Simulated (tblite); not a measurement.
Record of a relaxation.

C4H10ClFSi2.
SMILES with atom numbers: `[CH3:1][CH2:2][Si@H:3]([Cl:4])/[C:5]([F:6])=[CH:7]/[SiH3:8]` (hydrogens: H9, H10, H11 on C1; H12, H13 on C2; H14 on Si3; H15 on C7; H16, H17, H18 on Si8)

Computed with GFN2-xTB (tblite), gas phase: L-BFGS steps from a force-field or distance-geometry start until the largest atomic force falls under 0.01 eV/Å. 11 of its 149 geometries are shown.

Step 0: E = -718.0789 eV, largest atomic force 2.731 eV/Å
```
atom  x, y, z in Å  |  force x, y, z in eV/Å
C1     -3.174   -0.125   -0.079   -0.245   1.155  -0.982
C2     -1.744   -0.609    0.090   -1.192  -1.836   1.170
Si3    -0.717    0.448   -1.005   -1.316   0.896  -2.219
Cl4    -1.257   -0.052   -2.991    0.244   0.287   0.971
C5      1.075    0.246   -0.877    1.818  -0.321  -0.436
F6      1.787    0.144   -2.059   -0.518   0.125   0.537
C7      1.762    0.194    0.250    0.161  -0.063   0.716
Si8     3.616   -0.017    0.190    0.632  -0.099  -0.708
H9     -3.155    0.988    0.046   -0.555  -0.945   0.140
H10    -3.432   -0.307   -1.154   -0.281   0.092   1.049
H11    -3.890   -0.593    0.603    0.233   0.172  -0.326
H12    -1.508   -0.570    1.167    0.226  -0.039  -0.458
H13    -1.800   -1.692   -0.203    0.582   0.760   0.300
H14    -1.056    1.878   -0.792    0.076  -0.211  -0.049
H15     1.231    0.278    1.202    0.098  -0.040  -0.505
H16     4.109   -0.972    1.170   -0.046  -0.010   0.246
H17     3.933   -0.551   -1.158    0.057   0.103   0.428
H18     4.211    1.317    0.323    0.026  -0.028   0.127
```

Step 15: E = -718.5779 eV, largest atomic force 0.167 eV/Å
```
atom  x, y, z in Å  |  force x, y, z in eV/Å
C1     -3.299   -0.146   -0.052   -0.043   0.084  -0.047
C2     -1.832   -0.567    0.044   -0.109  -0.049   0.080
Si3    -0.762    0.475   -1.129    0.067   0.046   0.037
Cl4    -1.257    0.019   -3.020   -0.015  -0.016  -0.122
C5      1.111    0.214   -0.902    0.150  -0.017   0.003
F6      1.782    0.154   -2.092   -0.095   0.007  -0.054
C7      1.855    0.148    0.196    0.007  -0.018   0.042
Si8     3.737   -0.030    0.184   -0.061  -0.006  -0.030
H9     -3.389    0.914    0.169   -0.064   0.012   0.058
H10    -3.681   -0.301   -1.059    0.029  -0.055   0.002
H11    -3.940   -0.693    0.640    0.163  -0.030  -0.022
H12    -1.498   -0.436    1.072    0.014  -0.043   0.036
H13    -1.744   -1.630   -0.187   -0.003   0.006   0.033
H14    -1.039    1.892   -0.879    0.022   0.090  -0.022
H15     1.347    0.203    1.146   -0.098  -0.001  -0.022
H16     4.115   -0.914    1.286   -0.021  -0.046   0.047
H17     4.156   -0.584   -1.095    0.057  -0.034  -0.025
H18     4.330    1.290    0.401    0.001   0.071   0.005
```

Step 30: E = -718.5965 eV, largest atomic force 0.060 eV/Å
```
atom  x, y, z in Å  |  force x, y, z in eV/Å
C1     -3.304   -0.154   -0.030    0.018  -0.023  -0.006
C2     -1.824   -0.529    0.058    0.013   0.014  -0.026
Si3    -0.759    0.509   -1.135    0.041   0.027  -0.034
Cl4    -1.250    0.036   -3.032   -0.046  -0.002  -0.017
C5      1.115    0.208   -0.941    0.013   0.011   0.011
F6      1.774    0.154   -2.135   -0.034   0.002   0.019
C7      1.847    0.124    0.164   -0.012  -0.010   0.004
Si8     3.729   -0.043    0.197   -0.034  -0.005  -0.013
H9     -3.458    0.894    0.222    0.028  -0.046  -0.020
H10    -3.677   -0.323   -1.038    0.010   0.043   0.009
H11    -3.900   -0.757    0.652    0.030  -0.010   0.024
H12    -1.483   -0.410    1.087   -0.007   0.013  -0.033
H13    -1.720   -1.590   -0.185    0.009   0.021   0.044
H14    -0.989    1.945   -0.927   -0.014  -0.018   0.011
H15     1.307    0.178    1.098   -0.002  -0.008  -0.008
H16     4.071   -0.923    1.316   -0.007  -0.007   0.039
H17     4.221   -0.605   -1.054   -0.007  -0.022  -0.029
H18     4.293    1.292    0.407    0.000   0.023   0.026
```

Step 44: E = -718.6081 eV, largest atomic force 0.073 eV/Å
```
atom  x, y, z in Å  |  force x, y, z in eV/Å
C1     -3.257   -0.181   -0.011   -0.004  -0.015   0.013
C2     -1.763   -0.483    0.054    0.013  -0.008   0.011
Si3    -0.760    0.554   -1.188   -0.046   0.003   0.001
Cl4    -1.340    0.070   -3.054   -0.002   0.006  -0.041
C5      1.100    0.211   -0.994   -0.009   0.030   0.010
F6      1.775    0.168   -2.179    0.025   0.006   0.021
C7      1.801    0.091    0.127    0.027  -0.005  -0.003
Si8     3.677   -0.074    0.221    0.070  -0.001   0.020
H9     -3.454    0.848    0.279    0.001   0.004  -0.006
H10    -3.641   -0.330   -1.016    0.020  -0.002  -0.020
H11    -3.809   -0.836    0.659   -0.020  -0.002   0.041
H12    -1.409   -0.304    1.070   -0.002   0.004   0.009
H13    -1.609   -1.546   -0.142   -0.001  -0.004  -0.003
H14    -0.975    1.988   -0.968   -0.008   0.003  -0.015
H15     1.241    0.134    1.050   -0.032  -0.001  -0.029
H16     3.986   -0.927    1.375   -0.015   0.006  -0.023
H17     4.219   -0.650   -1.006   -0.024   0.004   0.020
H18     4.211    1.275    0.445    0.008  -0.028  -0.006
```

Step 59: E = -718.6131 eV, largest atomic force 0.049 eV/Å
```
atom  x, y, z in Å  |  force x, y, z in eV/Å
C1     -3.235   -0.204    0.009    0.002   0.004   0.016
C2     -1.732   -0.472    0.057   -0.018   0.007   0.003
Si3    -0.768    0.569   -1.217   -0.018  -0.009  -0.006
Cl4    -1.342    0.086   -3.087   -0.003  -0.033   0.006
C5      1.098    0.258   -1.016   -0.013   0.012   0.003
F6      1.794    0.257   -2.189    0.004   0.012   0.004
C7      1.780    0.106    0.113   -0.011  -0.017  -0.003
Si8     3.651   -0.096    0.236    0.002  -0.003   0.003
H9     -3.441    0.830    0.274   -0.024  -0.008  -0.022
H10    -3.631   -0.386   -0.988    0.023  -0.005   0.022
H11    -3.766   -0.847    0.710    0.019   0.009  -0.015
H12    -1.376   -0.263    1.067    0.025   0.021  -0.016
H13    -1.552   -1.536   -0.112   -0.009   0.006  -0.034
H14    -1.008    2.003   -1.028   -0.015   0.017   0.025
H15     1.194    0.115    1.019    0.008   0.003   0.014
H16     3.914   -0.949    1.396    0.004  -0.043   0.023
H17     4.179   -0.693   -0.984    0.010  -0.015  -0.014
H18     4.233    1.228    0.466    0.015   0.044  -0.008
```

Step 74: E = -718.6179 eV, largest atomic force 0.026 eV/Å
```
atom  x, y, z in Å  |  force x, y, z in eV/Å
C1     -3.212   -0.224    0.026   -0.007   0.005   0.009
C2     -1.702   -0.444    0.051   -0.002  -0.004  -0.001
Si3    -0.779    0.603   -1.244    0.024   0.003  -0.010
Cl4    -1.328    0.037   -3.099   -0.001  -0.001   0.003
C5      1.093    0.333   -1.024    0.007  -0.012   0.010
F6      1.808    0.388   -2.184   -0.012   0.016   0.004
C7      1.758    0.122    0.106    0.008  -0.023   0.005
Si8     3.624   -0.129    0.247   -0.014   0.003  -0.004
H9     -3.452    0.814    0.241    0.000   0.013  -0.010
H10    -3.621   -0.473   -0.950    0.009   0.001   0.011
H11    -3.703   -0.846    0.772   -0.009  -0.015  -0.006
H12    -1.327   -0.215    1.049   -0.014   0.010   0.006
H13    -1.499   -1.504   -0.117    0.008  -0.016   0.002
H14    -1.068    2.030   -1.073   -0.007   0.015  -0.013
H15     1.161    0.089    1.004    0.008   0.000  -0.004
H16     3.838   -0.997    1.409    0.009  -0.004   0.000
H17     4.147   -0.753   -0.965   -0.006   0.003   0.001
H18     4.251    1.176    0.474   -0.003   0.004  -0.004
```

Step 89: E = -718.6211 eV, largest atomic force 0.055 eV/Å
```
atom  x, y, z in Å  |  force x, y, z in eV/Å
C1     -3.216   -0.226    0.018   -0.010   0.008  -0.010
C2     -1.702   -0.416    0.073   -0.022  -0.012  -0.023
Si3    -0.781    0.614   -1.239   -0.010   0.004   0.018
Cl4    -1.300   -0.020   -3.084    0.013  -0.008   0.028
C5      1.089    0.365   -0.987    0.020  -0.019  -0.014
F6      1.806    0.509   -2.140    0.032   0.016   0.039
C7      1.758    0.087    0.127   -0.031  -0.037  -0.026
Si8     3.629   -0.146    0.234   -0.004   0.008   0.003
H9     -3.478    0.814    0.199   -0.009  -0.010   0.021
H10    -3.604   -0.506   -0.958    0.028   0.003  -0.015
H11    -3.711   -0.843    0.765    0.010   0.018   0.022
H12    -1.347   -0.162    1.073   -0.029   0.003  -0.047
H13    -1.479   -1.475   -0.078    0.011   0.010   0.037
H14    -1.091    2.044   -1.148    0.003  -0.016   0.023
H15     1.169   -0.019    1.025   -0.011   0.010  -0.033
H16     3.890   -1.017    1.386   -0.013   0.015  -0.011
H17     4.124   -0.766   -0.991    0.007   0.011  -0.004
H18     4.236    1.169    0.450    0.014  -0.006  -0.008
```

Step 104: E = -718.6387 eV, largest atomic force 0.049 eV/Å
```
atom  x, y, z in Å  |  force x, y, z in eV/Å
C1     -3.221   -0.249   -0.005    0.008   0.005  -0.021
C2     -1.703   -0.279    0.142    0.023  -0.008   0.007
Si3    -0.773    0.641   -1.240   -0.004   0.011   0.024
Cl4    -1.179   -0.237   -3.014   -0.006   0.007  -0.002
C5      1.091    0.478   -0.905    0.006  -0.012  -0.047
F6      1.859    0.996   -1.911   -0.033   0.013   0.020
C7      1.729   -0.077    0.118    0.009  -0.020  -0.012
Si8     3.612   -0.208    0.189    0.009   0.001  -0.007
H9     -3.598    0.766    0.091   -0.001   0.019  -0.010
H10    -3.524   -0.633   -0.976    0.010  -0.009  -0.005
H11    -3.689   -0.861    0.763   -0.023   0.011   0.006
H12    -1.439    0.140    1.114    0.006  -0.001  -0.001
H13    -1.376   -1.322    0.153   -0.004  -0.010   0.021
H14    -1.117    2.062   -1.328   -0.017  -0.012   0.007
H15     1.115   -0.479    0.909    0.014   0.000  -0.002
H16     3.951   -1.065    1.330   -0.011   0.026  -0.023
H17     4.078   -0.799   -1.065    0.019  -0.018   0.020
H18     4.176    1.132    0.356   -0.004  -0.003   0.024
```

Step 118: E = -718.6469 eV, largest atomic force 0.029 eV/Å
```
atom  x, y, z in Å  |  force x, y, z in eV/Å
C1     -3.233   -0.243   -0.029   -0.001   0.001  -0.002
C2     -1.724   -0.236    0.198    0.002  -0.002   0.001
Si3    -0.775    0.632   -1.204    0.008  -0.017  -0.014
Cl4    -1.122   -0.323   -2.951   -0.025  -0.007  -0.007
C5      1.093    0.523   -0.871    0.000  -0.011   0.000
F6      1.830    1.235   -1.775   -0.004   0.007   0.008
C7      1.754   -0.163    0.054   -0.007   0.001  -0.008
Si8     3.638   -0.227    0.152   -0.013   0.000   0.004
H9     -3.626    0.771   -0.025   -0.005  -0.010  -0.015
H10    -3.473   -0.699   -0.987   -0.010   0.002  -0.001
H11    -3.739   -0.809    0.751    0.001   0.018   0.009
H12    -1.512    0.252    1.149    0.002  -0.006   0.015
H13    -1.383   -1.268    0.294    0.010  -0.009  -0.004
H14    -1.171    2.032   -1.356    0.017   0.023   0.006
H15     1.153   -0.712    0.762    0.003  -0.007   0.000
H16     3.979   -1.065    1.304    0.003  -0.001   0.016
H17     4.157   -0.825   -1.078    0.006   0.018  -0.001
H18     4.147    1.132    0.335    0.012  -0.001  -0.008
```

Step 133: E = -718.6496 eV, largest atomic force 0.016 eV/Å
```
atom  x, y, z in Å  |  force x, y, z in eV/Å
C1     -3.240   -0.239   -0.036    0.001   0.002   0.001
C2     -1.733   -0.231    0.209    0.005   0.003  -0.001
Si3    -0.776    0.624   -1.196    0.000   0.000  -0.007
Cl4    -1.175   -0.336   -2.932    0.009   0.007  -0.007
C5      1.094    0.514   -0.872    0.002  -0.010  -0.010
F6      1.818    1.292   -1.732   -0.002   0.001   0.012
C7      1.765   -0.201    0.022    0.000   0.002  -0.007
Si8     3.649   -0.220    0.152    0.006  -0.003   0.002
H9     -3.627    0.776   -0.080   -0.003   0.003  -0.002
H10    -3.471   -0.731   -0.978    0.000  -0.003   0.008
H11    -3.759   -0.768    0.761    0.003   0.003   0.007
H12    -1.529    0.267    1.158   -0.002  -0.003   0.003
H13    -1.391   -1.262    0.320   -0.003   0.003  -0.006
H14    -1.139    2.034   -1.346   -0.001  -0.009   0.001
H15     1.173   -0.805    0.692   -0.002   0.000   0.005
H16     3.981   -1.046    1.315    0.006   0.003   0.003
H17     4.207   -0.807   -1.067   -0.004   0.000  -0.003
H18     4.141    1.145    0.334   -0.016  -0.001   0.002
```

Step 148: E = -718.6504 eV, largest atomic force 0.010 eV/Å
```
atom  x, y, z in Å  |  force x, y, z in eV/Å
C1     -3.239   -0.237   -0.031    0.002  -0.001   0.000
C2     -1.732   -0.223    0.208    0.004  -0.001   0.002
Si3    -0.775    0.622   -1.203   -0.002   0.003   0.001
Cl4    -1.170   -0.331   -2.942    0.003   0.000  -0.001
C5      1.093    0.509   -0.870   -0.003   0.002  -0.003
F6      1.818    1.323   -1.694    0.004   0.002  -0.001
C7      1.763   -0.229    0.006   -0.002  -0.003   0.004
Si8     3.646   -0.222    0.152   -0.002  -0.001   0.001
H9     -3.626    0.776   -0.106   -0.004  -0.005   0.003
H10    -3.474   -0.759   -0.956   -0.002   0.003   0.005
H11    -3.753   -0.741    0.785   -0.004   0.008  -0.004
H12    -1.526    0.285    1.151    0.001   0.001   0.005
H13    -1.389   -1.253    0.330    0.002  -0.005  -0.005
H14    -1.133    2.033   -1.350    0.000  -0.005  -0.004
H15     1.172   -0.861    0.651    0.004  -0.002   0.000
H16     3.991   -1.036    1.321   -0.005   0.000  -0.005
H17     4.217   -0.804   -1.063    0.002   0.004   0.004
H18     4.107    1.154    0.335    0.001   0.000  -0.003
```

Q: Summarise the path.

A: The energy falls by 13.18 kcal/mol from step 0 to step 148; nine tenths of that is first reached at step 27. It falls at every step. The largest force goes from 2.731 to 0.010 eV/Å. Among the bonds Si3–Cl4 changes most, from 2.118 to 2.022 Å; the atoms move by 0.595 Å rms after alignment.

Q: Follow the three bonds and two angles with the largest change from start to end.

A: 
```json
{"step": "0", "E above end (kcal/mol)": "13.18", "largest force (eV/Å)": "2.731", "Si3–Cl4 (Å)": "2.118", "Si3–C5 (Å)": "1.808", "C2–Si3 (Å)": "1.836", "C2–Si3–C5 (°)": "116.6", "C1–C2–Si3 (°)": "106.0"}
{"step": "6", "E above end (kcal/mol)": "4.25", "largest force (eV/Å)": "0.426", "Si3–Cl4 (Å)": "1.999", "Si3–C5 (Å)": "1.876", "C2–Si3 (Å)": "1.891", "C2–Si3–C5 (°)": "113.0", "C1–C2–Si3 (°)": "104.2"}
{"step": "13", "E above end (kcal/mol)": "1.98", "largest force (eV/Å)": "0.221", "Si3–Cl4 (Å)": "2.006", "Si3–C5 (Å)": "1.908", "C2–Si3 (Å)": "1.904", "C2–Si3–C5 (°)": "114.1", "C1–C2–Si3 (°)": "109.8"}
{"step": "19", "E above end (kcal/mol)": "1.46", "largest force (eV/Å)": "0.083", "Si3–Cl4 (Å)": "2.020", "Si3–C5 (Å)": "1.911", "C2–Si3 (Å)": "1.907", "C2–Si3–C5 (°)": "114.0", "C1–C2–Si3 (°)": "111.1"}
{"step": "26", "E above end (kcal/mol)": "1.32", "largest force (eV/Å)": "0.076", "Si3–Cl4 (Å)": "2.017", "Si3–C5 (Å)": "1.905", "C2–Si3 (Å)": "1.906", "C2–Si3–C5 (°)": "114.0", "C1–C2–Si3 (°)": "111.7"}
{"step": "32", "E above end (kcal/mol)": "1.21", "largest force (eV/Å)": "0.093", "Si3–Cl4 (Å)": "2.015", "Si3–C5 (Å)": "1.906", "C2–Si3 (Å)": "1.908", "C2–Si3–C5 (°)": "113.1", "C1–C2–Si3 (°)": "111.9"}
{"step": "39", "E above end (kcal/mol)": "1.04", "largest force (eV/Å)": "0.054", "Si3–Cl4 (Å)": "2.016", "Si3–C5 (Å)": "1.905", "C2–Si3 (Å)": "1.904", "C2–Si3–C5 (°)": "111.2", "C1–C2–Si3 (°)": "112.2"}
{"step": "45", "E above end (kcal/mol)": "0.96", "largest force (eV/Å)": "0.064", "Si3–Cl4 (Å)": "2.014", "Si3–C5 (Å)": "1.903", "C2–Si3 (Å)": "1.903", "C2–Si3–C5 (°)": "110.3", "C1–C2–Si3 (°)": "112.5"}
{"step": "51", "E above end (kcal/mol)": "0.93", "largest force (eV/Å)": "0.027", "Si3–Cl4 (Å)": "2.015", "Si3–C5 (Å)": "1.904", "C2–Si3 (Å)": "1.905", "C2–Si3–C5 (°)": "110.0", "C1–C2–Si3 (°)": "112.1"}
{"step": "58", "E above end (kcal/mol)": "0.87", "largest force (eV/Å)": "0.052", "Si3–Cl4 (Å)": "2.015", "Si3–C5 (Å)": "1.904", "C2–Si3 (Å)": "1.906", "C2–Si3–C5 (°)": "109.7", "C1–C2–Si3 (°)": "112.4"}
{"step": "64", "E above end (kcal/mol)": "0.80", "largest force (eV/Å)": "0.051", "Si3–Cl4 (Å)": "2.014", "Si3–C5 (Å)": "1.904", "C2–Si3 (Å)": "1.905", "C2–Si3–C5 (°)": "109.0", "C1–C2–Si3 (°)": "112.7"}
{"step": "71", "E above end (kcal/mol)": "0.76", "largest force (eV/Å)": "0.034", "Si3–Cl4 (Å)": "2.014", "Si3–C5 (Å)": "1.903", "C2–Si3 (Å)": "1.906", "C2–Si3–C5 (°)": "108.7", "C1–C2–Si3 (°)": "112.9"}
{"step": "77", "E above end (kcal/mol)": "0.74", "largest force (eV/Å)": "0.023", "Si3–Cl4 (Å)": "2.015", "Si3–C5 (Å)": "1.905", "C2–Si3 (Å)": "1.905", "C2–Si3–C5 (°)": "108.5", "C1–C2–Si3 (°)": "112.9"}
{"step": "84", "E above end (kcal/mol)": "0.72", "largest force (eV/Å)": "0.024", "Si3–Cl4 (Å)": "2.016", "Si3–C5 (Å)": "1.905", "C2–Si3 (Å)": "1.904", "C2–Si3–C5 (°)": "108.2", "C1–C2–Si3 (°)": "113.0"}
{"step": "90", "E above end (kcal/mol)": "0.66", "largest force (eV/Å)": "0.067", "Si3–Cl4 (Å)": "2.018", "Si3–C5 (Å)": "1.904", "C2–Si3 (Å)": "1.906", "C2–Si3–C5 (°)": "108.0", "C1–C2–Si3 (°)": "112.9"}
{"step": "97", "E above end (kcal/mol)": "0.44", "largest force (eV/Å)": "0.089", "Si3–Cl4 (Å)": "2.021", "Si3–C5 (Å)": "1.902", "C2–Si3 (Å)": "1.904", "C2–Si3–C5 (°)": "107.4", "C1–C2–Si3 (°)": "113.2"}
{"step": "103", "E above end (kcal/mol)": "0.29", "largest force (eV/Å)": "0.075", "Si3–Cl4 (Å)": "2.019", "Si3–C5 (Å)": "1.902", "C2–Si3 (Å)": "1.903", "C2–Si3–C5 (°)": "108.1", "C1–C2–Si3 (°)": "114.2"}
{"step": "109", "E above end (kcal/mol)": "0.22", "largest force (eV/Å)": "0.054", "Si3–Cl4 (Å)": "2.022", "Si3–C5 (Å)": "1.901", "C2–Si3 (Å)": "1.903", "C2–Si3–C5 (°)": "109.0", "C1–C2–Si3 (°)": "113.6"}
{"step": "116", "E above end (kcal/mol)": "0.09", "largest force (eV/Å)": "0.031", "Si3–Cl4 (Å)": "2.022", "Si3–C5 (Å)": "1.901", "C2–Si3 (Å)": "1.904", "C2–Si3–C5 (°)": "109.5", "C1–C2–Si3 (°)": "112.8"}
{"step": "122", "E above end (kcal/mol)": "0.06", "largest force (eV/Å)": "0.042", "Si3–Cl4 (Å)": "2.023", "Si3–C5 (Å)": "1.900", "C2–Si3 (Å)": "1.903", "C2–Si3–C5 (°)": "109.8", "C1–C2–Si3 (°)": "112.3"}
{"step": "129", "E above end (kcal/mol)": "0.03", "largest force (eV/Å)": "0.039", "Si3–Cl4 (Å)": "2.022", "Si3–C5 (Å)": "1.900", "C2–Si3 (Å)": "1.903", "C2–Si3–C5 (°)": "109.8", "C1–C2–Si3 (°)": "112.2"}
{"step": "135", "E above end (kcal/mol)": "0.02", "largest force (eV/Å)": "0.018", "Si3–Cl4 (Å)": "2.022", "Si3–C5 (Å)": "1.902", "C2–Si3 (Å)": "1.903", "C2–Si3–C5 (°)": "110.1", "C1–C2–Si3 (°)": "112.4"}
{"step": "142", "E above end (kcal/mol)": "0.01", "largest force (eV/Å)": "0.017", "Si3–Cl4 (Å)": "2.023", "Si3–C5 (Å)": "1.901", "C2–Si3 (Å)": "1.903", "C2–Si3–C5 (°)": "109.9", "C1–C2–Si3 (°)": "112.5"}
{"step": "148", "E above end (kcal/mol)": "0.00", "largest force (eV/Å)": "0.010", "Si3–Cl4 (Å)": "2.022", "Si3–C5 (Å)": "1.901", "C2–Si3 (Å)": "1.903", "C2–Si3–C5 (°)": "109.8", "C1–C2–Si3 (°)": "112.6"}
```

What follows is the cost of the whole relaxation. On one thread of an Intel Xeon at 2.50 GHz, no GPU, on a shared host, this took 4.9 s.
